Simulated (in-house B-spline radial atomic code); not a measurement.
How numerical settings move a run on neutral strontium, [Kr] 5s2. Computed with an all-electron radial atomic-structure program (B-spline basis): non-relativistic AM05, spherical fractional occupations, point nucleus.

Command:
```bash
python run_scf.py task.json out
```
Settings of the sound reference run:
```
Z                38
electrons        38
configuration    [Kr] 5s2
hamiltonian      nr
method           am05
spin_polarised   False
knot_spacing     0.22
spline_order     8
gauss_points     12
box_radius       50
max_iterations   70
damping          0.5
damped_steps     3
diis_vectors     10
tolerance        1e-08
start            Thomas-Fermi
```

Time taken, with all properties: 0.18 s on 1 thread of Arm Neoverse V1, with other jobs on the host.

It converges in 10 iterations to -3129.601453 hartree, with 5s at -3.43216 eV. The other runs change the listed settings, some to values that make no sense; their results aren't properties of the atom or ion. Radii are in bohr (the nuclear one in fm), a minus after a letter asks for a j subshell, and «unchanged» means within 1e-8 hartree. The run stops when the residual is below 10 × tolerance × max(1, Z/10), or a noise floor if that is larger, and the energy moves by less than 1e-8 × √|E| hartree; so very loose and very tight tolerances often act alike.

```tsv
changed settings	outcome
gauss_points = 5, first_knot = 0.00263, max_iterations = 75, damped_steps = 30	converged in 21 iterations, energy +2.58e-07 hartree from the reference, 5s level +1.9e-06 eV
max_iterations = 5	not converged after 5 iterations, last residual 9.6e-04, last energy +1.08e-05 hartree from the reference
hamiltonian = dirac, method = hf, nucleus = fermi, rms_radius = 4.224, mass_number = 88, atomic_mass = 87.90561, speed_of_light = 41.80968	converged in 11 iterations to -4041.7144 hartree, a different physical problem
max_iterations = 3	not converged after 3 iterations, last residual 2.0e-02, last energy +3.14e-03 hartree from the reference
knot_spacing = 0.3, first_knot = 0.00263, max_iterations = 100, start = bare nucleus	converged in 12 iterations, energy +1.87e-05 hartree from the reference, 5s level -7.4e-06 eV
box_radius = 3	converged in 9 iterations, energy +3.54e+00 hartree from the reference, 5s level +4.9e+01 eV (the program warns: 5s has a positive eigenvalue: unbound, held by the box; 3d reaches the box edge)
box_radius = 25	converged in 10 iterations, energy unchanged, 5s level +3.8e-07 eV
damping = 0.2	converged in 10 iterations, energy unchanged, 5s level -1.2e-06 eV
electrons = 46, configuration = [Kr] 5s2 7s2 7p6, max_iterations = 50	converged in 15 iterations to -3128.7086 hartree, a different physical problem (warning: 5s has a positive eigenvalue: unbound, held by the box)
box_radius = 5	converged in 9 iterations, energy +3.42e-01 hartree from the reference, 5s level +6.8e+00 eV (the program warns: 5s has a positive eigenvalue: unbound, held by the box; 4s reaches the box edge)
electrons = 39, configuration = [Kr] 5s2 6p-1, max_iterations = 50	stopped with error: j subshells need the Dirac Hamiltonian and l > 0
knot_spacing = 1, spline_order = 3, max_iterations = 60, start = bare nucleus	converged in 11 iterations, energy +4.26e+01 hartree from the reference, 5s level +3.5e-01 eV
max_iterations = 8	not converged after 8 iterations, last residual 1.3e-05, last energy +9.60e-09 hartree from the reference
box_radius = 15	converged in 10 iterations, energy +3.58e-05 hartree from the reference, 5s level +3.4e-03 eV (the program warns: 5s reaches the box edge)
damping = 0	converged in 11 iterations, energy unchanged, 5s level -9.4e-07 eV
box_radius = 10	converged in 10 iterations, energy +3.89e-03 hartree from the reference, 5s level +1.8e-01 eV (the program warns: 5s reaches the box edge)
```

What happens with box_radius = 7.5?

Converged in 10 iterations, energy +3.59e-02 hartree from the reference, 5s level +1.1e+00 eV (the program warns: 5s reaches the box edge; 4p reaches the box edge).

What happens with damping = 0.8?

Converged in 10 iterations, energy unchanged, 5s level +6.4e-06 eV.

What happens with box_radius = 200?

Converged in 10 iterations, energy unchanged.

What happens with knot_spacing = 0.3, first_knot = 0.00789, max_iterations = 8, diis_vectors = 4?

Not converged after 8 iterations, last residual 1.7e-05, last energy +1.26e-05 hartree from the reference.
